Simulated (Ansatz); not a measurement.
The cluster Cs7⁻, relaxed as a singlet with RKS B3LYP/def2-SVPD in Ansatz, starting from the GFN1-xTB geometry. Force threshold 0.02 eV/Å.

In the def2 sets Cs takes a core potential; there is no spin–orbit coupling. The restricted singlet is unstable towards broken spin symmetry in Hartree–Fock (as tested in another run); at B3LYP/def2-SVPD this wasn't settled. The structure comes from a short search, and lower isomers may exist.

Start:

```xyz
7

Cs   -0.662    0.570   -1.024
Cs   -0.043    0.283   -1.769
Cs    2.588    0.544   -1.608
Cs   -1.824    0.667    0.736
Cs   -1.215    0.676    2.393
Cs    2.296   -0.397    0.586
Cs   -1.140   -2.344    0.686
```

```
step  energy (eV)  largest force component (eV/Å)  SCF passes
   1   -3416.9203                         740.772          63
   2   -3644.4839                         266.063          49
   3   -3720.9317                         116.949          64
   4   -3765.2322                          56.386          53
   5   -3792.7683                          31.375          74
   6   -3809.8609                          19.724          80
   7   -3820.1377                          11.675          81
   8   -3826.2792                           7.508          97
   9   -3830.5431                           4.943          55
  10   -3833.4323                           3.301          41
  11   -3835.6231                           2.206          39
  12   -3837.3200                           1.498          32
  13   -3838.6298                           1.012          33
  14   -3839.5400                           0.671          32
  15   -3840.1154                           0.436          32
  16   -3840.4764                           0.267          29
  17   -3840.6836                           0.148          30
  18   -3840.7802                           0.071          28
  19   -3840.8204                           0.027          30
  20   -3840.8396                           0.020          31
  21   -3840.8530                           0.016          31
  22   -3840.8621                           0.013          31
  23   -3840.8679                           0.014          30
  24   -3840.8717                           0.010          30
```

Force components are those of the run's own axes.

End:

Cartesian coordinates in Å:
```
Cs -0.317 3.716 -0.335
Cs -0.445 -1.329 -3.308
Cs 3.893 1.627 -2.831
Cs -4.280 0.313 -0.274
Cs -0.837 0.951 4.071
Cs 3.152 -1.206 1.594
Cs -1.166 -4.072 1.083
```

Bonds lost: Cs1–Cs6, Cs1–Cs7, Cs2–Cs5, Cs3–Cs4, Cs3–Cs5, Cs3–Cs7, Cs4–Cs6 (atoms count from 1). Metal–metal contacts that move far: Cs1–Cs2 1.01 to 5.86 Å, Cs2–Cs6 3.39 to 6.08 Å, Cs5–Cs7 3.47 to 5.85 Å.

The force fell under the threshold at step 21, but the optimiser went on and released 0.019 eV more. No frequencies were taken in this run, so the end may be a saddle point.

It took 4.3 min on 4 threads of Arm Neoverse V1 on a shared host, peak host memory 0.64 GiB.
